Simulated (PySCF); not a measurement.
## TDDFT excited states: C5H3AsBN

C5H3AsBN.
SMILES with atom numbers: `[CH:1]#[C:2][C:3]#[C:4][B:5]([AsH2:6])[C:7]#[N:8]` (hydrogens: H9 on C1; H10, H11 on As6)

Geometry (GFN2-xTB, Å), atoms numbered from 1 in this order:
```
atom  x, y, z in Å
C1     3.3878   -1.4436   -1.5099
C2     2.3975   -0.9779   -0.9999
C3     1.2863   -0.4553   -0.4350
C4     0.2846    0.0178    0.0799
B5    -0.9543    0.5653    0.6791
As6   -2.5662    1.0741   -0.4287
C7    -1.0113    0.8388    2.1683
N8    -1.1116    1.0592    3.2927
H9     4.2487   -1.8479   -1.9515
H10   -3.5196    0.3090    0.4426
H11   -2.4365   -0.0970   -1.3636
```

Method used: TDDFT wB97X-D/def2-SVPD, vertical, gas phase, core orbitals frozen in the response in PySCF 2.14.0, density-fitted response routines. Relativistic effects, spin–orbit coupling among them, are left out although an element past zinc is present.

**Question.** What does the calculation give for the low-lying excited states?

**Answer.** 

| state | λ (nm) | E (eV) | f | main configurations (H = HOMO, L = LUMO) |
| --- | --- | --- | --- | --- |
| S1 | 417.1 | 2.97 | 0.0082 | H→L (81%), H-1→L (12%) |
| S2 | 314.4 | 3.94 | 0.130 | H-1→L (69%), H→L (11%) |
| S3 | 290.1 | 4.27 | 0.037 | H-2→L (68%), H-3→L (9%), H→L+1 (8%) |
| S4 | 243.5 | 5.09 | 0.0053 | H-1→L+1 (54%), H-2→L+1 (20%), H→L+1 (8%) |
| S5 | 242.0 | 5.12 | 0.052 | H-3→L (68%) |
| S6 | 217.5 | 5.70 | 0.0059 | H-5→L (30%), H→L+2 (16%), H-4→L (12%) |
| S7 | 207.5 | 5.98 | 0.896 | H→L+1 (35%), H-1→L+2 (10%), H-6→L (9%) |
| S8 | 197.7 | 6.27 | 0.011 | H-5→L (49%), H-4→L (18%) |

Triplets (Tamm–Dancoff): T1 2.69 eV, H→L (91%); T2 3.05 eV, H-1→L (71%), H-2→L (15%); T3 3.62 eV, H-2→L (69%), H-1→L (14%).

The lowest singlet lies at 2.97 eV (417 nm, visible) and is weak; its leading configuration is HOMO→LUMO (81%). The most intense listed level is S7 at 5.98 eV (207 nm, f = 0.896), 3.00 eV above S1. Löwdin shares by element: HOMO carbon 40% or more, arsenic 33% (atoms not listed hold the other 27%); LUMO carbon 37% or more, boron 27% (atoms not listed hold the other 36%). Weighted by f, the mean energy of these states is 5.63 eV. The listed states span 3.30 eV, and the widest gap between neighbours is 0.97 eV (S1 to S2). The oscillator strengths of these states sum to 1.145; summed over the whole spectrum of an exact calculation they would give the number of electrons, 78 (Thomas–Reiche–Kuhn). S1 lies in the visible range (380 to 750 nm), at 417 nm, f = 0.0082; light of that wavelength is violet, and its complementary colour is yellow-green; a Tamm–Dancoff triplet lies at 461 nm, without intensity as long as spin–orbit coupling is left out. Only the lowest 8 singlets were computed, as vertical energies without vibronic structure.

Time: 45 s; peak memory 0.87 GiB. Hardware: one thread, Arm Neoverse V2 (aarch64), shared host with 32 logical CPUs at a one-minute load of 20.

One conformer stands for the species.
